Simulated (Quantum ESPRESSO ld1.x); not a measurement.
W, 74 electrons, occupied as [Xe] 4f14 5d4 6s1 7s1 (not the ground configuration). All-electron calculation, scalar-relativistic Kohn-Sham, LDA (Slater exchange, VWN5 correlation), spin-polarised, spherical densities, point nucleus; open shells are filled with parallel spins first. Program: ld1.x of Quantum ESPRESSO 7.5.

Unscreened Slater integrals over Kohn-Sham orbitals (hartree). They are taken over the spin-up orbitals.

F0(7s,7s): 0.10918
F0(7s,5d): 0.14106
G2(7s,5d): 0.0065007
F0(7s,6s): 0.13700
G0(7s,6s): 0.0059421
F0(7s,4f): 0.14613
G3(7s,4f): 0.0012665
F0(5d,5d): 0.46302
F2(5d,5d): 0.23466
F4(5d,5d): 0.15275
F0(5d,6s): 0.35373
G2(5d,6s): 0.10646
F0(5d,4f): 0.60911
F2(5d,4f): 0.13157
F4(5d,4f): 0.060535
G1(5d,4f): 0.050507
G3(5d,4f): 0.043233
G5(5d,4f): 0.033482
F0(6s,6s): 0.30761
F0(6s,4f): 0.40411
G3(6s,4f): 0.012243
F0(4f,4f): 1.5154
F2(4f,4f): 0.72994
F4(4f,4f): 0.45997
F6(4f,4f): 0.33149

Derived for the open shells (J is the average intra-shell exchange parameter used in DFT+U). 5d: Racah B = F2/49 - 5 F4/441 = 0.003057 hartree, C = 35 F4/441 = 0.01212 hartree, C/B = 3.97, F4/F2 = 0.651, J = (F2 + F4)/14 = 0.02767 hartree.
